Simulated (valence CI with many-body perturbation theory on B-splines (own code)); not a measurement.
# Ho XXXVI: electric-dipole lines

Method: configuration interaction combined with many-body perturbation theory (CI+MBPT): four valence electrons over a frozen Dirac-Fock core [Ar] 3d10, radial functions for each j: 11 s, 11 p, 10 d, 8 f, 5 g, 2 h, with the one-electron correlation potential Σ1 (screened to all orders), the two-electron term Σ2, the three-electron term Σ3, Breit, model QED; selected single and double excitations, second order for the rest, scaled by the run's own slope (own B-spline code, finite nucleus).

The last digits are not significant, and no measured levels were compared; by estimate large intervals hold to a few tenths of a per cent, small ones and those within an open d or f shell to about a per cent. Among the levels kept, up to 400 cm⁻¹ of a level comes from second order outside the variational space, and about a tenth of that is noise between levels of different J, which matters for small intervals.

Lines 151 to 200 of 558 in falling wavelength, among levels below 490.79 eV, chosen from the strongest by gf and those to the six lowest levels. Wavelengths and rates use the calculated energies. Electric multipoles are in the length gauge with retardation, E1 and E2 with the static RPA response of the core. Weak lines are less certain than strong ones. Lines between different terms over intervals too small for the method are left out, as are lines whose strength nearly cancels. Where a level lies close to another of its J and parity, the split of strength between their lines is uncertain. The highest levels of a list are the least certain.

Levels are named by their leading jj configuration (3d3/2^4 stands for four electrons in 3d with j = 3/2), which in mixed levels can hold well under half, so a name can repeat and another be missing. Letters in brackets count levels of one name in rising energy.

```tsv
λ vac (nm)	Upper	Lower	A (s⁻¹)	S (a.u.)
8.557	(4p1/2^2 4p3/2^2) J=2	(4s 4p1/2^2 4p3/2) J=2	1.09e+11	1.68e-01
8.543	(4s 4p1/2 4p3/2 4d5/2) J=3 [a]	(4s 4p1/2 4p3/2^2) J=3	8.29e+10	1.79e-01
8.527	(4p1/2 4p3/2^2 4d5/2) J=3 [c]	(4s 4p1/2 4p3/2 4d5/2) J=4 [c]	6.17e+10	1.32e-01
8.519	(4p1/2^2 4p3/2 4d5/2) J=2	(4p1/2^2 4p3/2^2) J=2	1.15e+11	1.76e-01
8.518	(4s 4p1/2 4d5/2^2) J=2	(4s 4p1/2 4p3/2 4d5/2) J=3 [a]	4.14e+10	6.31e-02
8.514	(4s^2 4p3/2 4f5/2) J=2	(4s^2 4p3/2 4d5/2) J=2	3.99e+10	6.08e-02
8.513	(4p1/2^2 4p3/2 4d5/2) J=1	(4p1/2^2 4p3/2^2) J=0	1.44e+11	1.32e-01
8.510	(4s 4p1/2 4d3/2 4d5/2) J=3 [c]	(4s 4p1/2 4p3/2 4d3/2) J=3 [c]	8.68e+10	1.85e-01
8.509	(4s 4p1/2 4p3/2 4d5/2) J=2 [a]	(4s 4p1/2 4p3/2^2) J=2 [a]	5.76e+10	8.76e-02
8.503	(4s 4p1/2 4p3/2 4d5/2) J=2 [b]	(4s 4p1/2 4p3/2^2) J=3	1.56e+11	2.36e-01
8.502	(4s^2 4p3/2 4f5/2) J=4	(4s^2 4p3/2 4d5/2) J=3	6.49e+10	1.77e-01
8.496	(4s 4p1/2 4d3/2 4d5/2) J=1 [b]	(4s 4p1/2 4p3/2 4d3/2) J=1 [c]	1.33e+11	1.21e-01
8.494	(4p1/2^2 4p3/2 4d5/2) J=3	(4p1/2^2 4p3/2^2) J=2	5.28e+10	1.12e-01
8.491	(4s 4p1/2 4d3/2 4d5/2) J=1 [c]	(4s 4p1/2 4p3/2 4d3/2) J=0 [b]	6.87e+10	6.23e-02
8.482	(4s^2 4d3/2 4d5/2) J=2	(4s^2 4p3/2 4d3/2) J=1	6.76e+10	1.02e-01
8.471	(4s 4p1/2 4p3/2 4d5/2) J=2 [d]	(4s^2 4p1/2 4d5/2) J=3	2.59e+11	3.88e-01
8.471	(4s 4p1/2 4d3/2 4d5/2) J=4 [b]	(4s 4p1/2 4p3/2 4d3/2) J=3 [a]	2.58e+10	6.97e-02
8.470	(4p1/2 4p3/2^3) J=2	(4s^2 4p1/2 4d5/2) J=2	1.28e+11	1.92e-01
8.468	(4s 4p1/2^2 4d5/2) J=3	(4s 4p1/2^2 4p3/2) J=2	1.27e+11	2.66e-01
8.464	(4s 4p1/2 4p3/2 4d3/2) J=0 [b]	(4s^2 4p1/2 4d3/2) J=1	2.09e+11	6.25e-02
8.463	(4s^2 4d3/2 4d5/2) J=3	(4s^2 4p3/2 4d3/2) J=2	4.81e+10	1.01e-01
8.450	(4s 4p1/2 4p3/2 4f7/2) J=3 [b]	(4s 4p1/2 4p3/2 4d5/2) J=4 [c]	2.77e+10	5.77e-02
8.447	(4p1/2^2 4p3/2 4d3/2) J=1	(4s 4p1/2^2 4d3/2) J=2	5.05e+10	4.51e-02
8.443	(4p1/2 4p3/2^2 4d5/2) J=4 [b]	(4s 4p1/2 4p3/2 4d5/2) J=4 [a]	7.16e+10	1.91e-01
8.442	(4s^2 4p3/2 4f5/2) J=1	(4s^2 4p3/2 4d5/2) J=2	6.22e+10	5.54e-02
8.442	(4s 4p1/2^2 4f5/2) J=2	(4p1/2^2 4p3/2^2) J=2	7.09e+10	1.05e-01
8.436	(4s 4p1/2 4d3/2 4d5/2) J=2 [c]	(4s 4p1/2 4p3/2 4d3/2) J=1 [b]	3.88e+10	5.75e-02
8.434	(4s 4p1/2 4d3/2 4d5/2) J=2 [d]	(4s 4p1/2 4p3/2 4d3/2) J=1 [d]	4.04e+10	5.99e-02
8.431	(4s 4p1/2 4d3/2 4d5/2) J=2 [d]	(4s 4p1/2 4p3/2 4d3/2) J=2 [d]	5.30e+10	7.84e-02
8.426	(4p1/2 4p3/2^2 4d5/2) J=1 [b]	(4s 4p1/2 4p3/2 4d5/2) J=2 [b]	2.05e+11	1.81e-01
8.421	(4s 4p1/2 4p3/2 4f7/2) J=4	(4s 4p1/2 4p3/2 4d5/2) J=4 [b]	8.08e+10	2.14e-01
8.415	(4s 4p1/2 4p3/2 4d3/2) J=1 [c]	(4s^2 4p1/2 4d3/2) J=2	2.97e+11	2.62e-01
8.414	(4s 4p1/2 4d3/2 4d5/2) J=3 [d]	(4s 4p1/2 4p3/2 4d3/2) J=3 [b]	5.28e+10	1.09e-01
8.413	(4p1/2 4p3/2^2 4d3/2) J=2 [d]	(4s 4p1/2 4p3/2 4d3/2) J=3 [c]	9.66e+10	1.42e-01
8.405	(4s 4p1/2^2 4d5/2) J=2	(4s 4p1/2^2 4p3/2) J=1	2.61e+11	3.82e-01
8.403	(4s 4p1/2^2 4f7/2) J=3 [a]	(4s 4p1/2^2 4d5/2) J=3	2.44e+10	5.00e-02
8.397	(4s 4p1/2 4p3/2 4d3/2) J=1 [b]	(4s 4p1/2 4p3/2^2) J=2 [a]	7.20e+10	6.31e-02
8.395	(4s^2 4p1/2 4d5/2) J=3	(4s^2 4p1/2 4p3/2) J=2	2.00e+11	4.08e-01
8.394	(4s 4p1/2 4d3/2 4d5/2) J=2 [c]	(4s 4p1/2 4p3/2 4d3/2) J=2 [c]	3.50e+10	5.11e-02
8.389	(4s 4p3/2^2 4d5/2) J=2 [a]	(4s^2 4p3/2 4d3/2) J=2	5.10e+10	7.44e-02
8.388	(4p1/2 4p3/2^2 4d5/2) J=2 [a]	(4s 4p1/2 4p3/2 4d5/2) J=2 [b]	9.34e+10	1.36e-01
8.384	(4s 4p1/2 4p3/2 4d5/2) J=1 [c]	(4s 4p1/2 4p3/2^2) J=2 [b]	8.11e+10	7.08e-02
8.379	(4s 4p1/2 4p3/2 4d5/2) J=1 [c]	(4s 4p1/2 4p3/2^2) J=1 [a]	1.99e+11	1.73e-01
8.371	(4s 4p1/2 4p3/2 4d5/2) J=2 [c]	(4s 4p1/2 4p3/2^2) J=1 [a]	7.75e+10	1.12e-01
8.367	(4s 4p1/2 4d5/2^2) J=4 [b]	(4s 4p1/2 4p3/2 4d5/2) J=4 [c]	1.84e+11	4.79e-01
8.366	(4s 4p3/2^2 4d5/2) J=2 [a]	(4s^2 4p3/2 4d3/2) J=1	3.76e+10	5.43e-02
8.361	(4p1/2 4p3/2^2 4d5/2) J=3 [c]	(4s 4p1/2 4p3/2 4d5/2) J=3 [b]	8.00e+10	1.62e-01
8.357	(4s 4p1/2 4d3/2 4d5/2) J=0 [a]	(4s 4p1/2 4p3/2 4d3/2) J=1 [a]	1.67e+11	4.81e-02
8.351	(4s 4p1/2 4d3/2 4d5/2) J=3 [c]	(4s 4p1/2 4p3/2 4d3/2) J=2 [b]	1.21e+11	2.43e-01
8.350	(4s 4p1/2 4p3/2^2) J=1 [a]	(4s^2 4p1/2 4p3/2) J=1	6.99e+10	6.03e-02
```
